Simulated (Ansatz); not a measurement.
Job for Ansatz (a first-principles code): U-SVWN5/def2-TZVPP on CH2Cl (SMILES [CH2]Cl).

Ansatz 0.2 input:
```yaml
crystal:
  periodic: [false, false, false]
  atoms:
    - {symbol: C, position_ang: [-0.17185398, 0.00673171, -0.01641000]}
    - {symbol: Cl, position_ang: [1.51681317, -0.05941442, 0.14635684]}
    - {symbol: H, position_ang: [-0.63489588, 0.97746500, -0.06831176]}
    - {symbol: H, position_ang: [-0.71006331, -0.92478229, -0.06153507]}
basis:
  gaussian:
    orbitals: def2-TZVPP
hamiltonian:
  xc: {name: SVWN5}
magnetization: {spin_polarized: true, initial_magnetization: 1}
```

Give the final energy of this run.

-497.6066 hartree.
